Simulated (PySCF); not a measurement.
**BeHg: energy against distance**

Set-up: PySCF, scalar-relativistic core potentials, basis sets Be def2-SVPD, Hg def2-SVPD with ECP60. Energies in eV from Be + Hg in their ground configurations at the same level. State: ¹Σ⁺ (singlet), closed shell.

All columns are PBE0. A positive dipole means Be(−)Hg(+).

| R (Å) | E (eV) | μ (D) | Mulliken charge on Be (basis-dependent) | HOMO (eV) | LUMO (eV) | Mayer bond order | ⟨S²⟩ |
| --- | --- | --- | --- | --- | --- | --- | --- |
| 2.607 | -0.014 | 0.70 | 0.03 | -5.55 | -1.71 | 0.48 | 0.00 |
| 2.729 | -0.054 | 0.59 | 0.03 | -5.66 | -1.65 | 0.41 | 0.00 |
| 2.850 | -0.073 | 0.49 | 0.02 | -5.76 | -1.60 | 0.34 | 0.00 |
| 2.941 | -0.079 | 0.42 | 0.02 | -5.84 | -1.56 | 0.30 | 0.00 |
| 3.032 | -0.080 | 0.35 | 0.02 | -5.91 | -1.53 | 0.26 | 0.00 |
| 3.123 | -0.078 | 0.30 | 0.02 | -5.98 | -1.53 | 0.22 | 0.00 |
| 3.244 | -0.073 | 0.23 | 0.01 | -6.06 | -1.53 | 0.18 | 0.00 |
| 3.396 | -0.064 | 0.16 | 0.01 | -6.14 | -1.52 | 0.14 | 0.00 |
| 3.578 | -0.053 | 0.10 | 0.01 | -6.23 | -1.51 | 0.11 | 0.00 |
| 3.820 | -0.040 | 0.05 | 0.01 | -6.31 | -1.50 | 0.07 | 0.00 |

A fit through these points gives, at Re = 3.018 Å, μ = 0.36 D and dμ/dR = -0.665 D/Å; the reduced mass is 8.627 u.

Question: How strong is the fundamental in the double-harmonic approximation, I = 42.26·(dμ/dR)²/μred km/mol?

Answer: I = 42.26·(-0.665)²/8.627 = 2.17 km/mol at PBE0.

Closed-shell solutions of metal pairs were not tested for spin polarisation, which can lower them a little. The bond is weak. Basis-set superposition, not corrected here, can be much of De in a small basis, most of all at correlated wavefunction levels. Functionals without a dispersion term scatter widely for such bonds, and LDA overbinds them. Spin–orbit coupling is left out.
